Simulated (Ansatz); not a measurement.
The cluster Mg₂Cl₂⁺. Charge 1, multiplicity 2. Geometry PBE0-D4/def2-TZVP.

| atom | x (Å) | y (Å) | z (Å) |
| --- | --- | --- | --- |
| Mg1 | 0.3989 | 1.1065 | 0.0995 |
| Mg2 | -1.2251 | -3.0705 | -0.1696 |
| Cl3 | 1.7164 | 2.6995 | -0.4251 |
| Cl4 | -0.8902 | -0.7355 | 0.4952 |

LC-ωPBE has ω = 0.4 bohr⁻¹. HSE06 is defined as in plane-wave codes, on full-range PBE exchange. Another isomer (doublet) lies 0.17 eV lower at PBE0-D4/def2-TZVP; other spin states weren't run for this one.

Estimate the α-spin orbital energies around the gap (eV) in Ansatz with PBE-D4/def2-TZVP, r2SCAN-D4/def2-TZVP, PBE0-D4/def2-TZVP, HSE06-D4/def2-TZVP, LC-ωPBE/def2-TZVP.


```
orbital  PBE-D4/def2-TZVP  r2SCAN-D4/def2-TZVP  PBE0-D4/def2-TZVP  HSE06-D4/def2-TZVP  LC-ωPBE/def2-TZVP
 HOMO−5            -13.53               -13.92             -14.98              -14.57             -17.91
 HOMO−4            -13.32               -13.72             -14.77              -14.36             -17.71
 HOMO−3            -12.12               -12.39             -13.43              -13.03             -16.21
 HOMO−2            -10.91               -11.21             -12.25              -11.84             -15.07
 HOMO−1            -10.91               -11.20             -12.25              -11.84             -15.07
   HOMO             -9.87               -10.01             -10.66              -10.27             -12.89
   LUMO             -6.76                -6.31              -6.01               -6.37              -4.02
 LUMO+1             -6.33                -6.17              -5.66               -6.02              -3.86
 LUMO+2             -6.31                -6.14              -5.64               -6.00              -3.82
 LUMO+3             -4.91                -4.45              -4.22               -4.57              -2.39
 LUMO+4             -4.79                -4.31              -4.10               -4.45              -2.28
 LUMO+5             -4.65                -4.25              -3.93               -4.29              -2.01
 β HOMO            -10.91               -11.20             -12.24              -11.84             -15.07
 β LUMO             -8.51                -7.85              -7.65               -8.00              -5.70
```
